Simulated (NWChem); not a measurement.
# C₂H₅BO₃; SMILES B1(O)OCOC1

```xyz
11

O      0.1392    -2.1703     0.0247
B      0.0598    -0.8134     0.0220
C      1.2391     0.2459    -0.0581
O      0.5423     1.4572     0.3035
C     -0.8033     1.2767    -0.0406
O     -1.1272    -0.1143     0.0796
H     -0.7442    -2.5820     0.0639
H      1.6848     0.3187    -1.0831
H      2.0760     0.0928     0.6525
H     -1.4362     1.8747     0.6497
H     -1.0145     1.5833    -1.0989
```
Atoms are numbered in this order, from 1.

Results from NWChem. Geometry: optimised at PBE-D3(BJ)/def2-SVP. Vzz is the largest principal value of the second derivative of the potential at the nucleus (NWChem prints the opposite sign); η is the asymmetry. Non-relativistic.

| level | Vzz O1 (a.u.) | η O1 | Vzz B2 (a.u.) | η B2 | Vzz O4 (a.u.) | η O4 | Vzz O6 (a.u.) | η O6 |
|---|---|---|---|---|---|---|---|---|
| B3LYP/def2-TZVP | 1.303 | 0.23 | 0.356 | 0.42 | -1.954 | 0.93 | 1.372 | 0.26 |
| B3LYP/cc-pVTZ | 1.304 | 0.23 | 0.354 | 0.40 | -1.966 | 0.93 | 1.384 | 0.26 |
| CAM-B3LYP/def2-SVP | 1.321 | 0.24 | 0.327 | 0.43 | -1.903 | 0.95 | 1.348 | 0.28 |
